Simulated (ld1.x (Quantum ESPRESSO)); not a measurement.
**Cutoff test, phosphorus (P), TM**

phosphorus, norm-conserving Troullier–Martins (Kleinman–Bylander form), made with ld1.x (Quantum ESPRESSO) 7.5 (PBEsol, scalar-relativistic). Core [Ne], reference 3s2 3p1 (charge +2). Waves: 3p (bound): rc 1.50 bohr; 3d channel at 0.45 Ry: rc 1.60 bohr; 3s (bound): rc 1.65 bohr. Local part: the s channel. Core correction: a·sin(br)/r model core, default radius (core density twice the valence density).

The pseudo-atom Hamiltonian at the reference potential is diagonalised in spherical Bessel functions j_l(qr) that vanish at 20 bohr, with q² up to the cutoff. All-electron valence levels (Ry): 3p -1.7816, 3s -2.4914.

How do the lowest levels (Ry) of each channel move with the cutoff, and are there ghosts?

| cutoff (Ry) | p #1 | p #2 | d #1 | s #1 | f #1 | Σ f·Δε (mRy) |
| --- | --- | --- | --- | --- | --- | --- |
| 8 | -1.7741 | -0.6002 | -0.7826 | -2.3883 | -0.2885 | 213.7 |
| 10 | -1.7796 | -0.6032 | -0.7994 | -2.4302 | -0.2886 | 124.4 |
| 15 | -1.7804 | -0.6041 | -0.8227 | -2.4761 | -0.2887 | 31.8 |
| 18 | -1.7807 | -0.6041 | -0.8359 | -2.4849 | -0.2887 | 13.8 |
| 21 | -1.7810 | -0.6041 | -0.8436 | -2.4858 | -0.2887 | 11.8 |
| 30 | -1.7811 | -0.6041 | -0.8601 | -2.4866 | -0.2887 | 10.0 |
| 35 | -1.7812 | -0.6042 | -0.8672 | -2.4884 | -0.2887 | 6.4 |
| 40 | -1.7813 | -0.6042 | -0.8720 | -2.4900 | -0.2887 | 3.1 |
| 45 | -1.7815 | -0.6042 | -0.8741 | -2.4907 | -0.2887 | 1.5 |
| 55 | -1.7816 | -0.6042 | -0.8762 | -2.4912 | -0.2887 | 0.4 |
| 60 | -1.7816 | -0.6042 | -0.8765 | -2.4912 | -0.2887 | 0.4 |
| 400 | -1.7816 | -0.6042 | -0.8766 | -2.4914 | -0.2887 | 0.0 |

Result: no extra level below or beside the all-electron valence levels (p, d, s, f tested); 10 mRy is reached at 30 Ry and 1 mRy at 50 Ry.
